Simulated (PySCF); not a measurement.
# 15N chemical shifts

PySCF calculation with shielding tensors at PBE0/pcSseg-1 (GIAO) and geometry: GFN2-xTB; isolated molecule, one conformer, one averaged value for each set of equivalent atoms, non-relativistic.

Shieldings were converted by a linear fit to measured shifts: 15N (scatter 6.3 ppm rms vs CH3NO2, solution or neat liquid). A few per cent of atoms miss by over 2 rms, more outside the fitted compound classes.

(1) Give the 15N shifts of `Cc1cc(O)ccn1`, `C[Si](C)(C)c1[nH]nnc1C#N`, `C=C[C@@H]1C[Si@H]1N([SiH3])[SiH3]`.

(2) Order these by 15N shift, lowest first.
A. Nc1ccc(O)cc1
B. C[SiH2][Si@](C)(S)[SiH2]N
C. CO[C@@]1(C#N)C=CC1
D. COc1ccncc1

Answers

(1) 
```tsv
compound	environment	δ (ppm)
Cc1cc(O)ccn1	pyridine-type ring nitrogen	-86.5
[CH3:1][Si:2]([CH3:3])([CH3:4])[c:5]1[nH:6][n:7][n:8][c:9]1[C:10]#[N:11]	N7: pyridine-type nitrogen of an azole	-20.9
[CH3:1][Si:2]([CH3:3])([CH3:4])[c:5]1[nH:6][n:7][n:8][c:9]1[C:10]#[N:11]	N8: pyridine-type nitrogen of an azole	-28.4
[CH3:1][Si:2]([CH3:3])([CH3:4])[c:5]1[nH:6][n:7][n:8][c:9]1[C:10]#[N:11]	N11: nitrile nitrogen	-92.7
[CH3:1][Si:2]([CH3:3])([CH3:4])[c:5]1[nH:6][n:7][n:8][c:9]1[C:10]#[N:11]	N6: pyrrole-type ring nitrogen	-155.8
C=C[C@@H]1C[Si@H]1N([SiH3])[SiH3]	nitrogen bonded to 3 Si	-406.1
```

(2) B (-395.9 ppm, nitrogen bonded to Si, 2 H), A (-328.7 ppm, aniline-type nitrogen), C (-111.5 ppm, nitrile nitrogen), D (-84.1 ppm, pyridine-type ring nitrogen).
